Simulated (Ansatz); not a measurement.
Consider the atomization: `C#C[Si](C)(F)Cl` → 3 C• + Cl• + F• + 4 H• + Si•.

Calculated with Ansatz (gas phase, PBE0-D4/def2-TZVP geometries, no zero-point term in ΔE). CBS: MP2 limit from def2 TZ/QZ plus the TZ coupled-cluster correction, frozen cores. This one scheme is used for every species, atoms too. For atomizations the MP2-based limit and the directly extrapolated one differ by several kJ/mol either way, and by 10 to 25 for some Ge, Se and Sn compounds, so smaller differences from it don't rank the levels. Functionals use def2-TZVPP. Open shells (•) are unrestricted, without spin–orbit coupling. Spin–orbit coupling would lower the free atoms: a little for C, Cl, F, Si.

(1) What is ΔE at CCSD(T)/CBS? (Estimate.)

(2) What do these levels give: r2SCAN-D4, r2SCAN0, HF/def2-SVP, CCSD(T)/def2-SVP, CCSD/def2-TZVPP, HF/def2-QZVPP? (Estimate.)

Largest T1 diagnostic among the species: 0.012.

## Answers

(1) The calculation gave: +4218.3 kJ/mol.

(2) Computed: r2SCAN-D4 4229.8, r2SCAN0 4149.4, HF/def2-SVP 3134.4, CCSD(T)/def2-SVP 3960.0, CCSD/def2-TZVPP 4031.1, HF/def2-QZVPP 3152.8 kJ/mol.

From BLYP to BHLYP (50 % exact exchange), in def2-TZVPP and without D4, ΔE moves by −97.3 kJ/mol: exact exchange takes away binding that semilocal exchange gives to molecules. The D4 term adds +40.9 kJ/mol with B3LYP and +21.6 kJ/mol with PBE0; it sums over pairs of atoms, weighted by their polarisabilities, and B3LYP, whose exchange is more repulsive, gets the larger term.

B3LYP here is the variant with VWN-RPA as its local correlation; programs differ in this.
